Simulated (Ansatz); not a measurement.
Computed with Ansatz on PBE0-D4/def2-TZVP structures; ΔE is electronic, products minus reactants. CCSD(T)/CBS adds triple-zeta CCSD(T) − MP2 to the extrapolated MP2 energy (def2 sets, frozen cores). This one scheme is used for every species. DFT in def2-TZVPP. B3LYP here is the variant with VWN-RPA as its local correlation; programs differ in this. HSE06 is defined as in plane-wave codes. For Br outer-core shells are correlated without core-valence functions, which leaves a few kJ/mol of doubt a bond. Scalar relativity is left out up to krypton. One conformer a species, not always the lowest.

Consider the hydrogenolysis of the Si–S bond: `O[Si](S)(Cl)Br` + H₂ → `O[SiH](Cl)Br` + H₂S.

CCSD(T)/CBS gives +9.0 kcal/mol.

(1) Another level gave +5.3 kcal/mol. Which?
A. B3LYP/def2-TZVPP
B. HSE06/def2-TZVPP
C. PBE-QIDH/def2-TZVPP
D. PBE-D4/def2-TZVPP

(2) What do rigid-rotor, harmonic-oscillator terms from PBE0-D4/def2-TZVP frequencies (298.15 K, 1 bar) make of the CCSD(T)/CBS value? (Best estimate.)

Largest T1 diagnostic among the species: 0.009.

Answers

(1) A. B3LYP 5.3, PBE-QIDH 8.9, HSE06 7.8, PBE-D4 10.6 kcal/mol.

(2) The calculation gave: ΔZPE = +2.5 kcal/mol, ΔH = +10.5 kcal/mol, ΔS = 30 J/(mol·K), ΔG = +8.3 kcal/mol.

From BLYP to BHLYP (50 % exact exchange), in def2-TZVPP and without D4, ΔE moves by −0.7 kcal/mol. At CCSD(T), def2-SVP lies −4.1 kcal/mol from the extrapolated value and def2-TZVPP −1.4 kcal/mol. The D4 term adds +3.6 kcal/mol with B3LYP and +1.9 kcal/mol with PBE0; it sums over pairs of atoms, weighted by their polarisabilities, and B3LYP, whose exchange is more repulsive, gets the larger term.

CCSD(T)/CBS has its own doubt, a few kJ/mol and more with outer-core shells, so smaller differences from it don't rank the levels.
